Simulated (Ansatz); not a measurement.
Two isomers of C2H6BClSi: A = `CC1[SiH2]B1Cl`, B = `B/C([SiH3])=C\Cl`.

Isolated molecules relaxed with PBE0-D4/def2-TZVP in Ansatz; ΔE leaves out vibrations. CCSD(T)/CBS is the MP2 limit (def2-TZVPP, def2-QZVPP) plus CCSD(T) − MP2 in def2-TZVPP, frozen cores. DFT in def2-TZVPP. B3LYP here is the variant with VWN-RPA as its local correlation; programs differ in this.

(1) Which isomer does CCSD(T)/CBS put lower? Give the gap. (Estimate.)

(2) Give E(B) − E(A) in kcal/mol with PBE-D4, ωB97M-V, CCSD/def2-TZVPP, HF/def2-TZVPP, CCSD(T)/def2-TZVPP, B3LYP-D4, PBE0-D4. (Estimate.)

Largest T1 diagnostic: 0.013.

Results:

(1) The calculation gave: A, by 16.5 kcal/mol.

(2) The calculation gave: PBE-D4 21.5, ωB97M-V 17.3, CCSD/def2-TZVPP 15.2, HF/def2-TZVPP 5.6, CCSD(T)/def2-TZVPP 16.1, B3LYP-D4 14.0, PBE0-D4 21.3. None reverses the order clearly.

In def2-TZVPP, CCSD(T) changes the Hartree–Fock value by +10.5 kcal/mol (the triples alone add +0.8 kcal/mol) and MP2 by +12.0 kcal/mol.
